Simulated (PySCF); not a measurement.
Input for PySCF: R-M06-2X/def2-TZVPP on CH5BOSe (SMILES COB[SeH]), a point of a torsion scan.

```python
from pyscf import gto, dft

mol = gto.M(
    atom='''
    C    -1.12856289   -0.57709994    0.05570578
    O    -0.47544781   -1.02516715   -1.10611166
    B     0.81927412   -1.27704927   -1.21960100
    Se    1.37105600   -1.87672591   -2.96291612
    H    -0.42921386   -0.45412212    0.88595162
    H    -1.89367191   -1.30772330    0.32635145
    H    -1.60842714    0.37893236   -0.16375217
    H     1.61409665   -1.16217914   -0.36177025
    H     0.07076578   -1.83279855   -3.56911130
    ''',
    basis='def2-tzvpp',
    charge=0, spin=0, verbose=4, max_memory=1800)
mf = dft.RKS(mol, xc='m062x').density_fit(auxbasis='def2-universal-jkfit')
mf.grids.level = 4
mf.conv_tol = 1e-9
mf.max_cycle = 150
mf.kernel()
mf.dip_moment()
```

Program output:

```
PySCF version 2.14.0

[INPUT] verbose = 4
[INPUT] num. atoms = 9
[INPUT] num. electrons = 58
[INPUT] charge = 0
[INPUT] spin (= nelec alpha-beta = 2S) = 0
[INPUT] symmetry False subgroup None
[INPUT] Mole.unit = angstrom
[INPUT] Symbol           X                Y                Z      unit          X                Y                Z       unit  Magmom
[INPUT]  1 C     -1.128562890000  -0.577099940000   0.055705780000 AA   -2.132674776448  -1.090560833103   0.105268667755 Bohr   0.0
[INPUT]  2 O     -0.475447810000  -1.025167150000  -1.106111660000 AA   -0.898466147424  -1.937285145401  -2.090248100588 Bohr   0.0
[INPUT]  3 B      0.819274120000  -1.277049270000  -1.219601000000 AA    1.548203707744  -2.413273367876  -2.304711871246 Bohr   0.0
[INPUT]  4 Se     1.371056000000  -1.876725910000  -2.962916120000 AA    2.590920341442  -3.546497980775  -5.599099996859 Bohr   0.0
[INPUT]  5 H     -0.429213860000  -0.454122120000   0.885951620000 AA   -0.811096644267  -0.858166433907   1.674205921415 Bohr   0.0
[INPUT]  6 H     -1.893671910000  -1.307723300000   0.326351450000 AA   -3.578521279682  -2.471238883712   0.616714860855 Bohr   0.0
[INPUT]  7 H     -1.608427140000   0.378932360000  -0.163752170000 AA   -3.039486785917   0.716078380135  -0.309446753603 Bohr   0.0
[INPUT]  8 H      1.614096650000  -1.162179140000  -0.361770250000 AA    3.050200607078  -2.196200282283  -0.683646692515 Bohr   0.0
[INPUT]  9 H      0.070765780000  -1.832798550000  -3.569111300000 AA    0.133727943191  -3.463487301000  -6.744642865090 Bohr   0.0

nuclear repulsion = 224.898762732487
number of shells = 79
number of NR pGTOs = 321
number of NR cGTOs = 211
basis = def2-tzvpp
ecp = {}


******** <class 'pyscf.df.df_jk.DFRKS'> ********
method = DFRKS
initial guess = minao
damping factor = 0
level_shift factor = 0
DIIS = <class 'pyscf.scf.diis.CDIIS'>
diis_start_cycle = 1
diis_space = 8
diis_damp = 0
SCF conv_tol = 1e-09
SCF conv_tol_grad = None
SCF max_cycles = 150
direct_scf = False
XC library pyscf.dft.libxc version 7.1.2
    S. Lehtola, C. Steigemann, M. J. T. Oliveira, and M. A. L. Marques,  SoftwareX 7, 1–5 (2018)
XC functionals = m062x
    Y. Zhao and D. G. Truhlar,  Theor. Chem. Acc. 120, 215 (2008)
    Y. Zhao and D. G. Truhlar,  Theor. Chem. Acc. 120, 215 (2008)
radial grids:
    Treutler-Ahlrichs [JCP 102, 346 (1995); DOI:10.1063/1.469408] (M4) radial grids

becke partition: Becke, JCP 88, 2547 (1988); DOI:10.1063/1.454033
pruning grids: <function nwchem_prune>
grids dens level: 4
symmetrized grids: False
atomic radii adjust function: <function treutler_atomic_radii_adjust>
small_rho_cutoff = 0
Set gradient conv threshold to 3.16228e-05
Initial guess from minao.
tot grids = 193704
******** <class 'pyscf.df.df.DF'> ********
auxbasis = def2-universal-jkfit
init E= -2542.39081903992
  HOMO = -0.303469819374662  LUMO = -0.0403269874923628  gap/eV = 7.16048
cycle= 1 E= -2542.75951190611  delta_E= -0.369  |g|= 0.531  |ddm|= 2.23
  HOMO = -0.272752868657471  LUMO = 0.0413846104679856  gap/eV = 8.54812
cycle= 2 E= -2542.74504862102  delta_E= 0.0145  |g|= 0.643  |ddm|= 0.618
  HOMO = -0.292441354708927  LUMO = 0.0251698977041381  gap/eV = 8.64264
cycle= 3 E= -2542.81253050723  delta_E= -0.0675  |g|= 0.0609  |ddm|= 0.321
  HOMO = -0.29914227533574  LUMO = 0.0263073982248788  gap/eV = 8.85594
cycle= 4 E= -2542.81326932836  delta_E= -0.000739  |g|= 0.0148  |ddm|= 0.0544
  HOMO = -0.297574004016077  LUMO = 0.026116703900329  gap/eV = 8.80807
cycle= 5 E= -2542.81333753521  delta_E= -6.82e-05  |g|= 0.00556  |ddm|= 0.0194
  HOMO = -0.297714561586019  LUMO = 0.0263878516241991  gap/eV = 8.81928
cycle= 6 E= -2542.81334451277  delta_E= -6.98e-06  |g|= 0.000956  |ddm|= 0.00413
  HOMO = -0.297621336018004  LUMO = 0.0264269025113358  gap/eV = 8.81780
cycle= 7 E= -2542.81334473685  delta_E= -2.24e-07  |g|= 0.000285  |ddm|= 0.00118
  HOMO = -0.297655118038982  LUMO = 0.0264251976559998  gap/eV = 8.81867
cycle= 8 E= -2542.81334475877  delta_E= -2.19e-08  |g|= 5.94e-05  |ddm|= 0.000351
  HOMO = -0.297648912130668  LUMO = 0.0264231423818053  gap/eV = 8.81845
cycle= 9 E= -2542.81334476028  delta_E= -1.51e-09  |g|= 1.42e-05  |ddm|= 9.98e-05
  HOMO = -0.29764876210281  LUMO = 0.0264259522749706  gap/eV = 8.81852
cycle= 10 E= -2542.81334476039  delta_E= -1.1e-10  |g|= 6.29e-06  |ddm|= 2.3e-05
  HOMO = -0.297649216920284  LUMO = 0.0264244349020136  gap/eV = 8.81849
Extra cycle  E= -2542.81334476041  delta_E= -1.64e-11  |g|= 5.01e-06  |ddm|= 1.14e-05
converged SCF energy = -2542.81334476041
Dipole moment(X, Y, Z, Debye): -1.54724,  0.79852,  1.84771
```

Self-consistency was reached.

Cost: roughly 60 core-seconds.
